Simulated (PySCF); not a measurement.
How well do the runs reproduce experiment for HBr?

**Measured values to compare with.**

From NIST CCCBDB Release 22 (SRD 101), experimental polarizabilities, for the gas: mean polarisability 3.616 Å³.

The runs below try to reproduce these values; the comparison stands at the end.

HBr.
Atom-mapped SMILES: `[BrH:1]` (hydrogens: H2 on Br1)

Cartesian coordinates in Å at the PBE0-D3(BJ)/def2-SVP level; atoms count from 1:
```xyz
2
HBr angstrom
Br     0.714   -0.005   -0.006
H     -0.708    0.008   -0.022
```

The PySCF runs (gas phase, on this PBE0-D3(BJ)/def2-SVP geometry; no spin–orbit coupling):

| level | job | basis functions |
| --- | --- | --- |
| B3LYP/def2-SVPD | 10 singlets by full TDDFT, 4 Tamm–Dancoff triplets, polarisability, ΔSCF ions | 49 |
| BHandHLYP/def2-SVPD | 10 singlets by full TDDFT, 4 Tamm–Dancoff triplets, polarisability, ΔSCF ions | 49 |
| CAM-B3LYP/def2-SVPD | 10 singlets by full TDDFT, 4 Tamm–Dancoff triplets, polarisability, ΔSCF ions | 49 |
| HF/def2-SVPD | 10 singlets by TDHF, 4 Tamm–Dancoff triplets, polarisability, ΔSCF ions | 49 |
| LC-wPBE/def2-SVPD | 10 singlets by full TDDFT, 4 Tamm–Dancoff triplets, polarisability, ΔSCF ions | 49 |
| PBE0/6-31G* | 10 singlets by full TDDFT, 4 Tamm–Dancoff triplets, polarisability | 34 |
| PBE0/def2-SVPD | 10 singlets by full TDDFT, 4 Tamm–Dancoff triplets, polarisability, ΔSCF ions | 49 |
| PBE0/def2-TZVP | 10 singlets by full TDDFT, 4 Tamm–Dancoff triplets, polarisability | 54 |
| wB97X-D/def2-SVPD | 10 singlets by full TDDFT, 4 Tamm–Dancoff triplets, polarisability, ΔSCF ions | 49 |
| PBE0/aug-cc-pVDZ | 10 singlets by full TDDFT, 4 Tamm–Dancoff triplets, polarisability | 45 |
| PBE0/aug-cc-pVTZ | 10 singlets by full TDDFT, 4 Tamm–Dancoff triplets, polarisability | 82 |
| PBE0/def2-TZVPD | 10 singlets by full TDDFT, 4 Tamm–Dancoff triplets, polarisability | 66 |

All basis functions are spherical.

## Comparison

**Mean polarisability.** Measured: 3.616 Å³ (NIST CCCBDB Release 22 (SRD 101), experimental polarizabilities).

| level | computed (Å³) | computed − measured (Å³) | % (from the printed values) |
| --- | --- | --- | --- |
| B3LYP/def2-SVPD | 3.613 | -0.003 | 0 |
| BHandHLYP/def2-SVPD | 3.492 | -0.124 | -3 |
| CAM-B3LYP/def2-SVPD | 3.558 | -0.058 | -2 |
| HF/def2-SVPD | 3.414 | -0.202 | -6 |
| LC-wPBE/def2-SVPD | 3.471 | -0.145 | -4 |
| PBE0/6-31G* | 2.028 | -1.588 | -44 |
| PBE0/def2-SVPD | 3.564 | -0.052 | -1 |
| PBE0/def2-TZVP | 2.723 | -0.893 | -25 |
| wB97X-D/def2-SVPD | 3.569 | -0.047 | -1 |
| PBE0/aug-cc-pVDZ | 3.302 | -0.314 | -9 |
| PBE0/aug-cc-pVTZ | 3.559 | -0.057 | -2 |
| PBE0/def2-TZVPD | 3.600 | -0.016 | 0 |

12 of the 15 levels run are shown, the closest and the furthest among them. Closest is B3LYP/def2-SVPD (-0.003 Å³), furthest PBE0/6-31G* (-1.588 Å³); one molecule doesn't rank methods. The computed values are static and purely electronic, with core orbitals frozen in the response (1 au = 0.148185 Å³). The table of measured values doesn't say here whether a value is static or optical, or holds a vibrational part.

No measured geometry was used, and the causes of the misses weren't examined.
